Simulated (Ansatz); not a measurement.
Consider the redistribution: `F[SiH]1[SiH2][SiH2]1` + `OCBCl` → `Cl[SiH]1[SiH2][SiH2]1` + `OCBF`.

Computed with Ansatz on PBE0-D4/def2-TZVP structures; ΔE is electronic, products minus reactants. CCSD(T)/CBS adds triple-zeta CCSD(T) − MP2 to the extrapolated MP2 energy (def2 sets, frozen cores). This one scheme is used for every species. Functionals use def2-TZVPP. Each species was taken in one conformer, which may not be the lowest.

`F[SiH]1[SiH2][SiH2]1`:

Z-matrix (Å, degrees):
```
Si
Si 1 2.309
Si 1 2.309 2 61.7
F 1 1.601 2 126.8 3 116.4
H 1 1.485 2 112.2 3 -104.2
H 2 1.485 1 121.5 3 116.7
H 2 1.485 1 118.6 3 -95.8
H 3 1.485 1 121.6 2 -116.8
H 3 1.485 1 118.4 2 95.8
```

`OCBCl`:

```xyz
8

O    -1.046    1.159    0.246
C    -0.618   -0.178    0.206
B     0.834   -0.492   -0.231
Cl    1.923    0.809   -0.658
H    -0.309    1.721   -0.015
H    -1.280   -0.765   -0.454
H    -0.754   -0.647    1.196
H     1.252   -1.607   -0.289
```

`Cl[SiH]1[SiH2][SiH2]1`:

```xyz
9

Cl   -2.802    0.031    1.094
Si   -1.156    0.588   -0.005
Si    1.008    0.438    0.821
Si    0.305   -0.954   -0.937
H    -1.463    1.784   -0.827
H     1.215   -0.286    2.100
H     1.957    1.563    0.630
H     0.160   -2.377   -0.540
H     0.776   -0.787   -2.336
```

`OCBF`:

Z-matrix (Å, degrees):
```
C
B 1 1.555
O 1 1.411 2 117.0
H 1 1.103 2 107.6 3 -124.2
H 1 1.103 2 107.6 3 124.3
F 2 1.328 1 118.7 3 -0.3
H 2 1.198 1 123.6 3 179.8
H 3 0.961 1 108.5 2 0.9
```

| level | ΔE (kJ/mol) |
| --- | --- |
| PBE-D4 | -20.7 |
| r2SCAN-D4 | -20.0 |
| ωB97X-V | -21.9 |
| PBE | -19.9 |
| r2SCAN | -19.8 |
| SCS-MP2/def2-TZVPP | -20.9 |
| MP2/def2-QZVPP | -19.9 |
| SCS-MP2/def2-QZVPP | -20.6 |

**Question.** What does CCSD(T)/CBS give? (Estimate.)

**Answer.** Ansatz gave: -20.2 kJ/mol. The listed levels differ from it by -0.5, 0.2, -1.7, 0.3, 0.4, -0.7, 0.3, -0.4 kJ/mol.

Largest T1 diagnostic among the species: 0.015.

In def2-TZVPP, CCSD(T) changes the Hartree–Fock value by +7.8 kJ/mol (the triples alone add +1.0 kJ/mol) and MP2 by +7.8 kJ/mol.
